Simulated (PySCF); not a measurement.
Si(Me)2 (C2H6Si), SMILES C[Si]C (connectivity only; charge and spin as stated), neutral, multiplicity 1.

The structure is a stationary point at TPSSh-D3(BJ)/def2-TZVP. The isomer is the one that the SMILES or the coordinates give; other isomers of the formula were not compared.

Computed with TDA-CAM-B3LYP/def2-SVPD run with PySCF 2.14.0.

Vertical excitations. The molecule is in vacuum. State labels are in the subgroup C2.

Computed excitation energies, oscillator strengths and character:
```tsv
state	symmetry	energy (eV)	λ (nm)	f	main pairs
S1	B	2.83	438	0.037	HOMO→LUMO 97 %
S2	A	4.93	251	0.000	HOMO−1→LUMO 99 %
S3	A	5.88	211	0.015	HOMO→LUMO+1 96 %
S4	B	6.18	201	0.283	HOMO→LUMO+2 97 %
S5	A	6.75	184	0.386	HOMO→LUMO+3 90 %
S6	A	7.29	170	0.013	HOMO→LUMO+4 83 %
S7	B	7.77	160	0.013	HOMO→LUMO+5 82 %
S8	A	7.95	156	0.001	HOMO−3→LUMO 79 %, HOMO→LUMO+8 13 %
S9	B	7.96	156	0.006	HOMO→LUMO+6 48 %, HOMO−1→LUMO+1 37 %
S10	A	8.02	155	0.000	HOMO→LUMO+7 60 %, HOMO−3→LUMO 16 %, HOMO→LUMO+8 14 %
T1	B	1.31	949	0	HOMO→LUMO 98 %
T2	A	4.54	273	0	HOMO−1→LUMO 98 %
T3	B	4.94	251	0	HOMO→LUMO+2 76 %, HOMO→LUMO+6 12 %
T4	A	5.46	227	0	HOMO→LUMO+1 91 %
```
Triplets are in the Tamm–Dancoff approximation.
